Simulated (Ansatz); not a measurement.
This geometry of AlH6NO2S (11 atoms, charge 0, multiplicity 1) is a first-order saddle point.

Theory: RKS B3LYP/def2-mTZVP (Ansatz 0.2.0).

```xyz
11
Properties=species:S:1:pos:R:3
Al -0.089 0.021 0.304
N -0.041 0.059 2.163
H -0.820 -0.322 2.690
H 0.819 -0.186 2.644
O 1.437 -0.336 -0.381
H 1.718 -0.109 -1.271
O -1.632 -0.430 -0.286
H -1.805 -0.753 -1.174
S -0.207 2.544 0.603
H -1.560 2.583 0.612
H -0.142 1.646 1.797
```

Task: Which two structures does it join? (They come from a converged band through this point; their orientation in space is the band's.)

Result: Bonds broken: S9–H11. Bonds formed: N2–H11.

Initial state:

```xyz
11
Properties=species:S:1:pos:R:3
Al -0.077 -0.050 0.377
N -0.170 -0.431 2.122
H -1.021 -0.666 2.614
H 0.633 -0.688 2.680
O 1.531 -0.018 -0.234
H 1.715 -0.068 -1.176
O -1.451 -0.284 -0.641
H -1.974 -1.091 -0.625
S -0.408 2.539 0.263
H -1.518 2.639 1.029
H 0.420 2.837 1.291
```

Final state:

```xyz
11
Properties=species:S:1:pos:R:3
Al -0.176 0.438 0.187
N 0.075 0.128 2.170
H -0.741 -0.346 2.553
H 0.890 -0.467 2.313
O 1.358 -0.193 -0.299
H 1.831 0.127 -1.072
O -1.628 -0.498 0.097
H -2.034 -0.773 -0.729
S -0.382 2.649 -0.129
H -1.736 2.663 -0.083
H 0.220 0.991 2.691
```

Task: How far does it lie above each of them?

Result: 0.169 eV above the first and 1.476 eV above the second. This is the barrier of this one path; another mechanism may lie lower. The orbitals stay closed-shell, which can raise the energy where a bond breaks towards radicals; this wasn't checked here.

Time of the run: 9.6 min on 4 threads of Arm Neoverse V1, on a shared host, peak memory 0.34 GiB.
